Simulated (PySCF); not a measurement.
Structure with atom numbers: `[O:1]=[CH:2][SiH2:3][CH:4]=[O:5]`. Hydrogens are named by the atom that carries them.

- PBE0/pcSseg-1 with gauge-including orbitals
- PBE0-D3(BJ)/def2-SVP geometry
- code: PySCF 2.14
- rapidly exchanging positions averaged, single conformer, non-relativistic Hamiltonian, gas phase

δ = σ(ref) − σ, references computed at the same level: $^{13}$C and $^{1}$H and $^{29}$Si vs TMS; H2O for $^{17}$O.

| atoms | nucleus | count | δ (ppm) |
| --- | --- | --- | --- |
| O1/O5 | $^{17}$O | 2 | 961.8 |
| Si3 | $^{29}$Si | 1 | ? |
| C2/C4 | $^{13}$C | 2 | 235.5 |
| H(Si3) | $^{1}$H | 2 | ? |
| H(C2)/H(C4) | $^{1}$H | 2 | 11.79 |

**Question.** Fill in the missing shifts.

**Answer.** 
- H(Si3): 4.44 ppm, hydrogen on a silicon bonded to 2 C
- Si3: -65.9 ppm, silicon bonded to 2 C, 2 H

Shifts are as computed. Against solution values, carbons near 30 ppm lie about +2 ppm off and those near 130 ppm about +5 ppm. Of 1211 compounds with measured shifts, 218 miss one by over three times the rms of a fit or turn the order of signals round; such compounds aren't used in these exercises. Unscaled 17O shifts of doubly bonded oxygen tend to come out too high, by tens of ppm or more. Experimental scales use liquid or dissolved standards, which lie at an offset from isolated H2O (liquid H2O: subtract about 36 ppm).
